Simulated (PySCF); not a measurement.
# Hartree-Fock beside MP2: GeH2O2Si

Calculated results; nothing here was measured. They come from PySCF 2.14.0, an open-source quantum chemistry program, on an isolated molecule that a program drew, which may never have been made. The molecule is GeH2O2Si (charge 0, singlet), drawn as the SMILES string `[O]=[Ge]([OH])[SiH]`.

The geometry was optimised and harmonic frequencies were computed with HF and MP2, all in the cc-pV(D+d)Z basis, for the commonest isotopes, with a restricted reference for singlets and an unrestricted one otherwise, and a frozen core in MP2. Germanium has the cc-pVDZ-PP basis, with a core potential (ECP10MDF) in place of its 10 inner electrons, and its 3s, 3p and 3d shells are frozen in MP2. Each result is a local minimum of its method.

Geometry at the HF minimum:
```xyz
6
GeH2O2Si, angstrom
O    -0.1115    0.3699   -2.6142
Ge   -0.1906   -0.1780   -1.0917
O    -0.9937   -1.7078   -0.7216
Si    0.6217    0.5385    1.1007
H    -1.3729   -2.1489   -1.4725
H    -0.6838    1.2632    1.3322
```

Lengths of the bonds as drawn, in Å (atoms numbered as above):
| bond | HF | MP2 |
|---|---|---|
| O1-Ge2 | 1.620 | 1.666 |
| Ge2-O3 | 1.767 | 1.812 |
| Ge2-Si4 | 2.445 | 2.453 |
| O3-H5 | 0.950 | 0.973 |
| Si4-H6 | 1.511 | 1.518 |

Rotational constants, in GHz:
| constant | HF | MP2 |
|---|---|---|
| A | 7.006 | 6.733 |
| B | 2.697 | 2.665 |
| C | 1.981 | 1.942 |

Harmonic frequencies in cm^-1, each column in rising order, so a row needn't be the same motion in every method:
| rank | HF | MP2 |
|---|---|---|
| 1 | 88 | 62 |
| 2 | 175 | 146 |
| 3 | 212 | 185 |
| 4 | 247 | 220 |
| 5 | 347 | 330 |
| 6 | 458 | 386 |
| 7 | 693 | 639 |
| 8 | 748 | 687 |
| 9 | 928 | 874 |
| 10 | 1046 | ? |
| 11 | 2177 | 2127 |
| 12 | 4111 | 3797 |

**Estimate the missing MP2 frequency from the HF column.**

A single factor s that minimises the squared misfit of MP2 against s times HF over the other rows is sum(HF x MP2) / sum(HF^2) = 0.9337, with an rms misfit of 35 cm^-1. For rank 10 it gives 0.9337 x 1046 = 977 cm^-1. The calculation gives 974 cm^-1, 3 cm^-1 below the estimate. The drawn bonds are on average 1.7 % longer in MP2 than in HF.
